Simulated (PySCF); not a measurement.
System: CH$_{7}$ClNSi$_{2}$, charge 0, multiplicity 2. It need not be the lowest isomer of its formula. 
Structure (B3LYP-D3(BJ)/def2-TZVP (Ansatz) minimum search):
```
N
H 1 1.0114
Si 1 1.7249 2 115.34
Si 1 1.7393 2 115.00 3 -178.78
H 4 1.4798 1 107.77 2 11.91
H 4 1.4812 5 109.82 1 -120.31
H 4 1.4826 5 109.23 6 -117.69
C 3 1.8767 1 108.54 2 168.03
H 8 1.0898 3 110.17 1 -178.11
H 8 1.0915 9 108.41 3 121.38
H 8 1.0933 9 108.45 10 118.13
Cl 3 2.0962 1 108.98 2 49.38
```
Charge 0, spin multiplicity 2.

Dispersion corrections to the total energy (kcal/mol) from the dftd3 and dftd4 libraries through PySCF: D3(BJ) without and D4 with the three-body term, each with the damping fitted for the functional named.

```tsv
functional	D3(BJ)	D4
BLYP	-17.13	-16.98
PBE	-7.76	-7.88
TPSSh	[?]	-9.64
LC-wPBE	-8.00	[?]
HSE06	[?]	-6.33
PW6B95	-4.70	-6.53
BHLYP	-11.71	-10.30
```

**Question.** What belongs in the gaps?

**Answer.** 
- TPSSh, D3(BJ): -9.45
- LC-wPBE, D4: -8.84
- HSE06, D3(BJ): -5.85
